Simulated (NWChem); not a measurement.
# C₂H₅BClF; SMILES CCB(F)Cl

```xyz
10

B      0.1929     0.1536     0.0000
F      1.5105    -0.0449     0.0000
Cl    -0.3496     1.8428     0.0000
C     -0.8246    -1.0399     0.0000
C     -0.2096    -2.4438     0.0000
H     -1.5003    -0.8926    -0.8738
H     -1.5003    -0.8926     0.8738
H      0.4300    -2.6070     0.8909
H      0.4300    -2.6070    -0.8909
H     -0.9879    -3.2329     0.0000
```
Atoms are numbered in this order, from 1.

Program: NWChem. Pople sets run with spherical d functions. Coordinates come from a PBE-D3(BJ)/def2-SVP optimisation. Level: PBE0/6-31+G*; rows give the wavelength of the field.

**Question.** Among these, which field gives the highest value of “anisotropy (bohr³)”?
A) 400 nm
B) 1065 nm
C) static
D) 589 nm

**Answer.** A, 400 nm. Values: static 20.6; 1065 nm 20.9; 589 nm 21.5; 400 nm 22.7
